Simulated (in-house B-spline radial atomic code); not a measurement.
RPA and G0W0 on wB97X: Rh4+

Configuration [Kr] 4d5, highest spin, mean-field start wB97X. Computed with a B-spline radial code for spherical atoms: all electrons, non-relativistic, point nucleus, each spin shell either full or empty, empty states to l = 9 with an (l + 1/2)⁻⁴ tail; G0W0 by contour deformation at full frequency.

Without relativity these are model numbers: it shifts the levels of so heavy an element strongly and can reorder them.

Command:
```bash
python run_gw.py task.json out
```
Settings (radii: box in bohr, nucleus in fm):
```
Z                        45
electrons                41
configuration            [Kr] 4d5
hamiltonian              nr
method                   wb97x
lmax                     9
spin_polarised           True
box_radius               11.96
intervals                52
```

Time taken, with all properties: 5.1 s on 1 thread of Arm Neoverse N1, with other jobs on the host.

Energies (hartree):

```
                                     term        value
                         mean-field total  -4684.44959
Hartree-Fock functional on these orbitals  -4682.36287
                      direct second order      -3.3216
                    second-order exchange      0.95591
                         SOSEX correction      0.89968
```

(1) What is the RPA correlation energy, and what remains with SOSEX?

Quasi-particle levels (eV):

```tsv
level	occupied	mean field	Σx - vxc	Σc	QP weight	G0W0
4d up	yes	-61.45	-3.65	?	?	?
4p down	yes	-103.36	-3.75	-0.27	0.951	-107.38
4d down	no	-47.52	5.94	-3.50	0.964	-45.08
```

G0W0 = mean field + (Σx - vxc) + Σc, with Σc (partial-wave tail included) taken at the quasi-particle energy. Only the outer levels were computed. Levels of low weight are left out.

(2) Where does G0W0 put 4d up?

## Answers

(1) RPA gives -2.9826 hartree (-1.98 eV per electron); RPA + SOSEX gives -2.083, and the second-order doubles -2.3657 hartree (no singles). RPA lacks exchange-type terms and so overcorrelates at short range.

(2) At -65.32 eV, with Σc = -0.22 eV and a quasi-particle weight of 0.963. The tabulated removal energy is 63 ± 1.9 eV (NIST, tabulated theory); the calculation leaves out relativity, Breit and QED terms, and what these don't explain is the method's own error.
